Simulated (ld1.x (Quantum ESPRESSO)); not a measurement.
Configuration tests for Ho (Z = 67) (RRKJ)

* Element: Ho
* Generator: ld1.x (Quantum ESPRESSO) 7.5
* Type: norm-conserving RRKJ (Kleinman–Bylander form)
* Functional: PBE
* Relativity: scalar-relativistic
* Frozen core: [Xe] 4f10
* Valence charge: 3
* Reference configuration: 5d1 6s2 6p0
* Partial waves: 6p (bound, empty): rc 3.30 bohr; 5d (bound): rc 3.20 bohr; 6s (bound): rc 2.65 bohr
* Local potential: the s channel
* Core correction: Bessel-smoothed model core inside 1.75 bohr

Energies are relative to the spin-unpolarised reference configuration 5d1 6s2 6p0; without spin polarisation the order of configurations can differ from experiment.

| valence configuration | charge | ΔE all-electron (eV) | error AE − PS (meV) |
| --- | --- | --- | --- |
| 5d1 6s0 6p0 | +2 | 19.538 | -69 |
| 5d1 6s1.5 6p0 | +0.5 | 2.804 | -1.7 |
| 5d2 6s0 6p0 | +1 | 8.632 | -41 |
| 5d0 6s2 6p1 | 0 | 1.461 | -64 |
| 5d1.5 6s1.5 6p0 | 0 | 1.108 | -7.8 |
| 5d1 6s1 6p1 | 0 | 3.093 | -6.5 |

(1) What are ΔE and the potential's error for 5d1 6s1 6p0?

Results:

(1) ΔE = 6.941 eV all-electron; the error (AE − PS) is -8.1 meV.
